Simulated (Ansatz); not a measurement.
Isolated molecules relaxed with PBE0-D4/def2-TZVP in Ansatz; ΔE leaves out vibrations. CCSD(T)/CBS is the MP2 limit (def2-TZVPP, def2-QZVPP) plus CCSD(T) − MP2 in def2-TZVPP, frozen cores. This one scheme is used for every species, atoms too. Open shells (•) are unrestricted, without spin–orbit coupling. Spin–orbit coupling would lower the free atoms: a little for Al, C, F, O, S. Each species was taken in one conformer, which may not be the lowest.

`F[C]1(S)[O][AlH]1` → Al• + C• + F• + 2 H• + O• + S•  (atomization)

`F[C]1(S)[O][AlH]1`:

```xyz
7

F     1.518    0.888    0.306
C     0.289    0.375    0.002
S    -0.347    1.127   -1.506
O    -0.622    0.572    1.067
Al   -0.441   -1.138    0.881
H     0.601    0.614   -2.306
H    -0.998   -2.438    1.555
```

```tsv
species	MP2/def2-TZVPP energy (Eh)
`F[C]1(S)[O][AlH]1`	-853.74302
Al•	-241.90999
C•	-37.75859
F•	-99.60959
H•	-0.49981
O•	-74.95729
S•	-397.61853
```

Q: Work out ΔE.

A: ΔE = 2 × (-0.49981) + (-241.90999) + (-37.75859) + (-99.60959) + (-74.95729) + (-397.61853) − (-853.74302) = 0.88941 Eh = +2335.1 kJ/mol. CCSD(T)/CBS gives +2326.3 kJ/mol.

Largest T1 diagnostic among the species: 0.018.

Leaving LDA and LC-ωPBE aside and taking each functional with its dispersion term where it has one, the values, not all of them listed here, spread over 261.8 kJ/mol, from BHLYP-D4 to PBE-D4. LDA lies +411.0 kJ/mol from PBE without D4, its usual overbinding. The D4 term adds +26.3 kJ/mol with B3LYP and +13.5 kJ/mol with PBE0; it sums over pairs of atoms, weighted by their polarisabilities, and B3LYP, whose exchange is more repulsive, gets the larger term. From PBE to PBE0 (25 % exact exchange), in def2-TZVPP and without D4, ΔE moves by −101.7 kJ/mol: exact exchange takes away binding that semilocal exchange gives to molecules.

B3LYP here is the variant with VWN-RPA as its local correlation; programs differ in this.

For atomizations the MP2-based limit and the directly extrapolated one differ by several kJ/mol either way, and by 10 to 25 for some Ge, Se and Sn compounds, so smaller differences from it don't rank the levels.
